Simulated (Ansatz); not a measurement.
# Group exchange: C2H6Cl2Si + C2H6O2Si → CH6Cl2Si2 + C3H6O2

Species: C2H6Cl2Si `CC[SiH](Cl)Cl`, singlet; C2H6O2Si `CC(=O)O[SiH3]`, singlet; CH6Cl2Si2 `[SiH3]C[SiH](Cl)Cl`, singlet; C3H6O2 (methyl acetate) `COC(C)=O`, singlet. The partners trade CH3 for SiH3: C–CH3 and O–SiH3 bonds give way to C–SiH3 and O–CH3.

Shapes, held fixed at every level: PBE0-D4/def2-TZVP. Flexible molecules stand in one conformer, not always the lowest. Programs: Ansatz 0.2.0. Electronic energies: no zero-point or thermal term.

```json
{"level": "HF/def2-TZVPP", "kind": "Hartree–Fock", "ΔE (kJ/mol)": "+118.3", "less CCSD(T)/CBS estimate": "+6.9"}
{"level": "r2SCAN-D4/def2-TZVPP", "kind": "meta-GGA", "ΔE (kJ/mol)": "+106.2", "less CCSD(T)/CBS estimate": "-5.2"}
{"level": "B3LYP-D4/def2-TZVPP", "kind": "global hybrid", "ΔE (kJ/mol)": "+108.0", "less CCSD(T)/CBS estimate": "-3.4"}
{"level": "wB97M-V/def2-TZVPP", "kind": "range-separated hybrid", "ΔE (kJ/mol)": "+108.8", "less CCSD(T)/CBS estimate": "-2.6"}
{"level": "CCSD/def2-SVP", "kind": "coupled cluster or CI", "ΔE (kJ/mol)": "+105.9", "less CCSD(T)/CBS estimate": "-5.5"}
{"level": "CCSD/def2-TZVPP", "kind": "coupled cluster or CI", "ΔE (kJ/mol)": "+111.9", "less CCSD(T)/CBS estimate": "+0.5"}
{"level": "CCSD(T)/CBS estimate", "kind": "coupled cluster or CI", "ΔE (kJ/mol)": "+111.4", "less CCSD(T)/CBS estimate": "0.0"}
```

The highest level, CCSD(T)/CBS estimate, gives ΔE = +111.4 kJ/mol; the levels span +105.9 to +118.3. The column of differences is taken from that level and isn't an error. No measured value is set beside it here. The CBS estimate extrapolates MP2 from def2-TZVPP and def2-QZVPP and adds CCSD(T) − MP2 in the triple-zeta set, cores frozen.
